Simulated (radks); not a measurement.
Effect of the nuclear size on neutral technetium, [Kr] 4d5 5s2. Calculated with a radial shooting solver on a logarithmic mesh with Libxc functionals: Dirac Kohn-Sham, PBE, spin-unpolarised, spherical densities, finite nucleus; open shells are shared between the two j in proportion to 2j + 1; Fermi nuclear charge, rms radius 4.4112 fm. The rms radius is varied about that value; shifts are against it.

\begin{tabular}{lrrrrrrr}
rms radius (fm) & total energy shift (eV) & density at nucleus (e/bohr^3) & 1s1/2 shift (meV) & 2s1/2 shift (meV) & 3p1/2 shift (meV) & 4s1/2 shift (meV) & 4p1/2 shift (meV) \\ \hline
3.6745 & -0.515 & 1.023e+05 & -217 & -23.5 & 0.340 & -0.677 & 0.090 \\
4.1554 & -0.188 & 1.009e+05 & -79.5 & -8.58 & 0.124 & -0.247 & 0.033 \\
4.4112 & 0 & 1.002e+05 & 0.000 & 0.000 & 0.000 & 0.000 & 0.000 \\
4.7641 & 0.276 & 9.93e+04 & 117 & 12.6 & -0.182 & 0.363 & -0.048 \\
4.9008 & 0.388 & 9.899e+04 & 164 & 17.7 & -0.256 & 0.510 & -0.068 \\
\end{tabular}

Slopes of the eigenvalues against <r^2> in GHz/fm^2, as finite differences over the two radii next to the reference (eigenvalue slopes, not the field-shift constants of lines): 1s1/2 8730, 2s1/2 942, 3p1/2 -13.6, 4s1/2 27.2, 4p1/2 -3.63.
